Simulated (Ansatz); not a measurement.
Born–Oppenheimer molecular dynamics of CH6AlFO3Si (13 atoms, charge 0, multiplicity 1). It starts from a partly relaxed structure (largest force component 0.10 eV/Å).

The calculation used RHF/STO-3G in Ansatz.

* ensemble: NVE (velocity Verlet)
* time step: 1 fs
* steps asked: 100
* starting velocities drawn for: 500 K
* masses: H 2.014 u
* seed: 442740

First frame:

```xyz
13
Properties=species:S:1:pos:R:3
C 0.525 -0.604 2.028
O 0.621 -1.684 1.116
Al 0.137 -1.503 -0.473
F 0.246 -2.878 -1.296
Si -0.498 0.475 -1.453
O -1.481 1.310 -0.361
O 0.761 1.517 -1.900
H -0.511 -0.312 2.244
H 0.979 -0.889 2.982
H 1.042 0.303 1.690
H -1.213 0.302 -2.679
H -1.811 2.125 -0.807
H 1.222 1.804 -1.076
```

(1) How far do the bonds stretch over the last three quarters of this one trajectory? (Pairs bonded in most of those frames.)

Results:

(1) 
| bond | mean (Å) | spread (Å) | shortest | longest |
| --- | --- | --- | --- | --- |
| C1–O2 | 1.422 | 0.012 | 1.40 | 1.44 |
| C1–H8 | 1.098 | 0.018 | 1.06 | 1.14 |
| C1–H9 | 1.097 | 0.025 | 1.06 | 1.14 |
| C1–H10 | 1.100 | 0.026 | 1.06 | 1.14 |
| O2–Al3 | 1.677 | 0.019 | 1.65 | 1.70 |
| Al3–F4 | 1.608 | 0.009 | 1.59 | 1.62 |
| Al3–Si5 | 2.299 | 0.026 | 2.25 | 2.34 |
| Si5–O6 | 1.696 | 0.018 | 1.67 | 1.73 |
| Si5–O7 | 1.696 | 0.020 | 1.66 | 1.73 |
| Si5–H11 | 1.437 | 0.025 | 1.40 | 1.47 |
| O6–H12 | 0.986 | 0.005 | 0.98 | 0.99 |
| O7–H13 | 0.987 | 0.004 | 0.98 | 0.99 |

Mean temperature of the second half: 253 K. The conserved energy stayed within 0.61 meV per atom of its start (net change 0.24 meV per atom), so the integration is sound. The temperature averaged 0.51 of the 500 K drawn at the start: a run that starts near a minimum puts about half its kinetic energy into the potential. A run of 0.1 ps of so small a system gives no equilibrium averages. Limits of this set-up: minimal basis.

The run took 3.3 min on 1 thread of Intel(R) Xeon(R) Platinum 8259CL CPU @ 2.50GHz (Skylake/Cascade Lake) (shared host), peak memory 0.13 GiB.
